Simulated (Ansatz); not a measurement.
CH7AlSi2, SMILES `[CH3][Al]1[SiH2][SiH2]1` at its PBE0-D4/def2-TZVP geometry, where that method's forces vanish. The species carries charge 0 and has multiplicity 1.

| atom | x (Å) | y (Å) | z (Å) |
| --- | --- | --- | --- |
| C1 | 0.575 | 1.999 | -1.286 |
| Al2 | 0.108 | 0.400 | -0.277 |
| Si3 | 0.606 | -1.206 | 1.452 |
| Si4 | -1.371 | -1.434 | 0.231 |
| H5 | 0.057 | 2.049 | -2.246 |
| H6 | 1.654 | 2.035 | -1.468 |
| H7 | 0.316 | 2.892 | -0.709 |
| H8 | 0.817 | -1.368 | 2.919 |
| H9 | 1.626 | -2.019 | 0.712 |
| H10 | -1.983 | -2.672 | -0.331 |
| H11 | -2.407 | -0.675 | 1.004 |

Question: For each bond, give half the difference of the two atoms' forces along it (eV/Å; positive pushes the atoms apart) under PBE-D4, r2SCAN-D4, B3LYP-D4, ωB97M-V in def2-TZVPP. (Estimate.)

Answer: Computed: 
| bond | length (Å) | PBE-D4 | r2SCAN-D4 | B3LYP-D4 | ωB97M-V |
| --- | --- | --- | --- | --- | --- |
| C1–Al2 | 1.947 | 0.01 | 0.01 | 0.04 | 0.02 |
| C1–H5 | 1.092 | 0.10 | -0.01 | -0.04 | -0.04 |
| C1–H6 | 1.094 | 0.11 | -0.01 | -0.04 | -0.04 |
| C1–H7 | 1.095 | 0.11 | 0.00 | -0.04 | -0.04 |
| Al2–Si3 | 2.411 | -0.04 | -0.02 | 0.07 | 0.04 |
| Al2–Si4 | 2.410 | -0.04 | -0.02 | 0.07 | 0.04 |
| Si3–Si4 | 2.335 | -0.01 | 0.01 | 0.17 | 0.10 |
| Si3–H8 | 1.491 | 0.08 | 0.00 | -0.09 | -0.12 |
| Si3–H9 | 1.500 | 0.12 | 0.00 | -0.09 | -0.10 |
| Si4–H10 | 1.491 | 0.08 | 0.00 | -0.09 | -0.12 |
| Si4–H11 | 1.500 | 0.12 | 0.00 | -0.09 | -0.11 |

B3LYP here is the variant with VWN-RPA as its local correlation; programs differ in this.
